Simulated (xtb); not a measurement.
xtb input (GFN2-xTB):

```bash
xtb mol.xyz --gfn 2 --ohess tight --chrg 1 --uhf 0
```
mol.xyz:
```
7

Si    -0.46402040     0.14258174    -0.26141055
Cl    -0.24901582     1.87613099    -1.40842082
Cl    -0.88257707    -1.50768102    -1.39688341
Cl    -2.07795685     0.42165803     1.13137132
O      0.99744587    -0.11708795     0.64028766
H      1.71991582    -0.19983484    -0.02958515
H      0.97837792    -0.70181649     1.40539199
```

Output:

```
           -------------------------------------------------
          |                Calculation Setup                |
           -------------------------------------------------

           -------------------------------------------------
          |                 G F N 2 - x T B                 |
           -------------------------------------------------

        Reference                      10.1021/acs.jctc.8b01176
      * Hamiltonian:
        H0-scaling (s, p, d)           1.850000    2.230000    2.230000
        zeta-weighting                 0.500000
      * Dispersion:
        s8                             2.700000
        a1                             0.520000
        a2                             5.000000
        s9                             5.000000
      * Repulsion:
        kExp                           1.500000    1.000000
        rExp                           1.000000
      * Coulomb:
        alpha                          2.000000
        third order                    shell-resolved
        anisotropic                    true
        a3                             3.000000
        a5                             4.000000
        cn-shift                       1.200000
        cn-exp                         4.000000
        max-rad                        5.000000

          ...................................................
          :                      SETUP                      :
          :.................................................:
          :  # basis functions                  46          :
          :  # atomic orbitals                  42          :
          :  # shells                           16          :
          :  # electrons                        32          :
          :  max. iterations                   250          :
          :  Hamiltonian                  GFN2-xTB          :
          :  restarted?                      false          :
          :  GBSA solvation                  false          :
          :  PC potential                    false          :
          :  electronic temp.          300.0000000     K    :
          :  accuracy                    1.0000000          :
          :  -> integral cutoff          0.2500000E+02      :
          :  -> integral neglect         0.1000000E-07      :
          :  -> SCF convergence          0.1000000E-05 Eh   :
          :  -> wf. convergence          0.1000000E-03 e    :
          :  Broyden damping             0.4000000          :
          :  net charge                          1          :
          :  unpaired electrons                  0          :
          ...................................................

 iter      E             dE          RMSdq      gap      omega  full diag
   1    -20.0801119 -0.200801E+02  0.662E+00    7.29       0.0  T
   2    -20.1377072 -0.575954E-01  0.570E+00    5.48       1.0  T
   3    -20.1563415 -0.186343E-01  0.394E+00    5.94       1.0  T
   4    -20.0824075  0.739340E-01  0.402E+00    4.68       1.0  T
   5    -20.1568579 -0.744504E-01  0.115E+00    5.98       1.0  T
   6    -20.1639084 -0.705046E-02  0.313E-01    5.69       1.0  T
[...]
 * 5 selected distances

     #   Z          #   Z                                           value/Å
     1  14 Si       2  17 Cl                                      1.9548471
     1  14 Si       3  17 Cl                                      1.9629820 (max)
     1  14 Si       4  17 Cl                                      1.9550786
     5   8 O        6   1 H                                       0.9667608 (min)
     5   8 O        7   1 H                                       0.9669679

 * 2 distinct bonds (by element types)

   Z      Z             #   av. dist./Å        max./Å        min./Å
   1 H    8 O           2     0.9668644     0.9669679     0.9667608
Molecule has the following symmetry elements: (sigma)
It seems to be the Cs point group
  14 Si  17 Cl          3     1.9576359     1.9629820     1.9548471

           -------------------------------------------------
          |               Frequency Printout                |
           -------------------------------------------------
 projected vibrational frequencies (cm⁻¹)
eigval :       -0.00    -0.00    -0.00     0.00     0.00     0.00
eigval :       80.21   111.68   115.49   154.02   154.93   208.37
eigval :      229.64   368.25   430.23   517.94   642.49   665.52
eigval :     1413.27  3480.73  3497.10
 reduced masses (amu)
   1: 32.34   2: 29.87   3: 34.71   4: 28.83   5: 33.02   6: 30.25   7:  3.12   8: 26.68
   9: 25.92  10: 28.68  11: 27.89  12: 24.28  13: 22.51  14:  5.69  15: 33.88  16:  4.69
  17: 30.31  18: 28.79  19:  2.26  20:  2.17  21:  1.50
 IR intensities (km·mol⁻¹)
   1:  4.84   2:  7.36   3:  0.64   4:  3.78   5:  1.95   6:  6.61   7: 22.86   8: 10.15
   9:  1.41  10:  5.59  11: 13.89  12:  4.24  13: 78.79  14:267.46  15: 14.29  16: 28.74
  17: 86.54  18: 84.43  19:188.64  20: 97.52  21:118.88
 Raman intensities (Ä⁴*amu⁻¹)
   1:  0.00   2:  0.00   3:  0.00   4:  0.00   5:  0.00   6:  0.00   7:  0.00   8:  0.00
   9:  0.00  10:  0.00  11:  0.00  12:  0.00  13:  0.00  14:  0.00  15:  0.00  16:  0.00
  17:  0.00  18:  0.00  19:  0.00  20:  0.00  21:  0.00
 output can be read by thermo (or use thermo option).
 writing <g98.out> molden fake output.
 recommended (thermochemical) frequency scaling factor: 1.0
           -------------------------------------------------
          |             Thermodynamic Functions             |
           -------------------------------------------------

cs  symmetry found (for desy threshold:  0.10E+00) used in thermo

          ...................................................
          :                      SETUP                      :
          :.................................................:
          :  # frequencies                          15      :
          :  # imaginary freq.                       0      :
          :  linear?                             false      :
          :  only rotor calc.                    false      :
          :  symmetry                               cs      :
          :  rotational number                       1      :
          :  scaling factor                  1.0000000      :
          :  rotor cutoff                   50.0000000 cm⁻¹ :
          :  imag. cutoff                  -20.0000000 cm⁻¹ :
          :.................................................:

    mode    ω/cm⁻¹     T·S(HO)/kcal·mol⁻¹    T·S(FR)/kcal·mol⁻¹   T·S(vib)
   ------------------------------------------------------------------------
       1     80.21    -1.15850 ( 86.88%)    -0.91633 ( 13.12%)    -1.12673
       2    111.68    -0.96584 ( 96.14%)    -0.81834 (  3.86%)    -0.96014
       3    115.49    -0.94648 ( 96.61%)    -0.80842 (  3.39%)    -0.94179
       4    154.02    -0.78173 ( 98.90%)    -0.72316 (  1.10%)    -0.78109
       5    154.93    -0.77840 ( 98.93%)    -0.72142 (  1.07%)    -0.77779
       6    208.37    -0.61357 ( 99.67%)    -0.63365 (  0.33%)    -0.61363
       7    229.64    -0.56104 ( 99.78%)    -0.60486 (  0.22%)    -0.56113
   ------------------------------------------------------------------------

   temp. (K)  partition function   enthalpy   heat capacity  entropy
                                   cal/mol     cal/K/mol   cal/K/mol   J/K/mol
 298.15  VIB   244.                 3534.184     19.132     22.636
         ROT  0.450E+06              888.752      2.981     28.847
         INT  0.110E+09             4422.937     22.112     51.483
         TR   0.182E+28             1481.254      4.968     40.957
         TOT                        5904.1907    27.0806    92.4399   386.7685

       T/K    H(0)-H(T)+PV         H(T)/Eh          T*S/Eh         G(T)/Eh
   ------------------------------------------------------------------------
    298.15    0.940893E-02    0.369061E-01    0.439212E-01   -0.701505E-02
   ------------------------------------------------------------------------
Note: The following floating-point exceptions are signalling: IEEE_UNDERFLOW_FLAG IEEE_DENORMAL
normal termination of xtb

         :::::::::::::::::::::::::::::::::::::::::::::::::::::
         ::                  THERMODYNAMIC                  ::
         :::::::::::::::::::::::::::::::::::::::::::::::::::::
         :: total free energy         -20.156907883273 Eh   ::
         ::.................................................::
         :: total energy              -20.149892832857 Eh   ::
         :: zero point energy           0.027497198899 Eh   ::
         :: G(RRHO) w/o ZPVE           -0.034512249316 Eh   ::
         :: G(RRHO) contrib.           -0.007015050416 Eh   ::
         :::::::::::::::::::::::::::::::::::::::::::::::::::::

optimized geometry written to: xtbopt.xyz

           -------------------------------------------------
          | TOTAL ENERGY              -20.149892832857 Eh   |
          | TOTAL ENTHALPY            -20.112986707225 Eh   |
          | TOTAL FREE ENERGY         -20.156907883273 Eh   |
          | GRADIENT NORM               0.000301081914 Eh/α |
          | HOMO-LUMO GAP               5.403491274147 eV   |
           -------------------------------------------------

------------------------------------------------------------------------
------------------------------------------------------------------------
 total:
 SCF:
 ANC optimizer:
 analytical hessian:
```

It need not be the lowest isomer of its formula.
